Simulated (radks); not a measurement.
Initial-state core-level shifts of the krypton ion Kr+ when its valence configuration changes from [Ar] 3d10 4s2 4p5. All-electron calculation, scalar-relativistic Kohn-Sham, PBE, spin-unpolarised, spherical densities, point nucleus. Program: a radial shooting solver on a logarithmic mesh with Libxc functionals. Shifts are changes of the shell-averaged eigenvalues in eV (positive: less bound).

| valence | 1s | 2s | 2p | 3p |
|---|---|---|---|---|
| 3d10 4s1 4p6 | -1.575 | -1.551 | -1.540 | -1.553 |
| 3d9 4s2 4p6 | -16.804 | -18.621 | -18.504 | -13.634 |
| 3d10 4s1.5 4p5.5 | -0.794 | -0.782 | -0.776 | -0.782 |
